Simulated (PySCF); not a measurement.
**BeB: from constants to spectrum**

PBE0 constants of BeB, ⁴Π (quartet), unpaired electrons σ ↑↑, π ↑, a second solution, started from another occupation (basis Be 3-21G, B 3-21G; no relativity; PySCF 2.14; masses 9.0122 and 11.0093 u):

- ωe: 820.1 cm⁻¹
- ωexe: 6.02 cm⁻¹
- Be: 1.0024 cm⁻¹
- αe: 0.0111 cm⁻¹
- D (centrifugal): 5.99e-06 cm⁻¹

Problem. Give the vibrational terms G(v) and spacings up to v = 6.

Solution. G(v) = ωe(v+½) − ωexe(v+½)².

```json
{"v": "0", "G(v) (cm⁻¹)": "408.5", "G(v) − G(v−1)": "", "Bv (cm⁻¹)": "0.997"}
{"v": "1", "G(v) (cm⁻¹)": "1216.6", "G(v) − G(v−1)": "808.1", "Bv (cm⁻¹)": "0.986"}
{"v": "2", "G(v) (cm⁻¹)": "2012.6", "G(v) − G(v−1)": "796.0", "Bv (cm⁻¹)": "0.975"}
{"v": "3", "G(v) (cm⁻¹)": "2796.6", "G(v) − G(v−1)": "784.0", "Bv (cm⁻¹)": "0.964"}
{"v": "4", "G(v) (cm⁻¹)": "3568.5", "G(v) − G(v−1)": "771.9", "Bv (cm⁻¹)": "0.952"}
{"v": "5", "G(v) (cm⁻¹)": "4328.4", "G(v) − G(v−1)": "759.9", "Bv (cm⁻¹)": "0.941"}
{"v": "6", "G(v) (cm⁻¹)": "5076.3", "G(v) − G(v−1)": "747.9", "Bv (cm⁻¹)": "0.930"}
```

A state of this spin cannot dissociate to the ground-state fragments, so its own limit lies higher than the one that De refers to.

3-21G is very small, so such numbers show the basis as much as the molecule.
